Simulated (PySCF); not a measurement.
## Kr⁺ (krypton, charge +1) across methods

[Ar] 3d10 4s2 4p4 4d1, one real determinant (an excited configuration). All numbers are calculated (PySCF 2.14, the spin-free X2C one-electron Hamiltonian (Gaussian nucleus), in aug-cc-pVQZ-DK). The B2PLYP total includes its PT2 part (frozen core); its orbital energies are those of the SCF part.

| method | E (hartree) | mean ε 4p α (eV) | mean ε 4p β (eV) | mean ε 4d α (eV) | Σ⟨r²⟩ (bohr²) | ⟨S²⟩ |
| --- | --- | --- | --- | --- | --- | --- |
| HSE06 | -2788.663 | -24.372 | -22.307 | -6.638 | 36.66 | 3.754 |
| r2SCAN | -2788.946 | -23.655 | -21.617 | -6.285 | 36.60 | 3.755 |
| UHF | -2787.17389 | -29.330 | -26.310 | -9.159 | 36.70 | 3.761 |
| PBE0 | -2788.675 | -24.810 | -22.704 | -7.028 | 36.59 | 3.754 |
| wB97X | -2789.029 | -27.220 | -25.155 | -8.775 | 36.40 | 3.753 |
| B2PLYP | -2788.536 | -26.388 | -24.091 | -7.665 | 36.79 | 3.755 |
| LDA | -2785.076 | -23.137 | -21.310 | -6.110 | 36.86 | 3.752 |
| M06 | -2788.986 | -24.638 | -22.545 | -6.683 | 36.74 | 3.753 |

Question: Estimate the same row for PBE.

Answer: E (hartree) = -2788.614; mean ε 4p α (eV) = -23.017; mean ε 4p β (eV) = -21.158; mean ε 4d α (eV) = -6.199; Σ⟨r²⟩ (bohr²) = 36.78; ⟨S²⟩ = 3.753.

⟨L²⟩ = 8.02 against 12 for a pure F term, so this real determinant mixes terms. The outer electron is Rydberg-like, and this basis confines it to a smaller radius and binds it less than a complete one would.
